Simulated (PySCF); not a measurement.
CH10N2Si3, SMILES N[Si@@]1([SiH3])NC[SiH2]1.

Geometry: PBE0-D3(BJ)/def2-SVP. The structure was generated by enumeration; whether it is a known compound was not checked. One conformer was computed; it need not be the lowest.

Computed with r2SCAN/def2-TZVP run with PySCF.

Gas-phase values at a fixed geometry.

Task: Estimate the frontier levels, gap, dipole moment. (An estimate is asked for; the answer gives what the named calculation found.)

Result: 
- highest occupied level = -5.43 eV
- lowest empty level = -0.74 eV
- orbital gap = 4.69 eV
- dipole moment = 1.51 D
- quadrupole, principal values (traceless, Buckingham form, about the centre of nuclear charge) = -5.96, -1.48, 7.43 D·Å
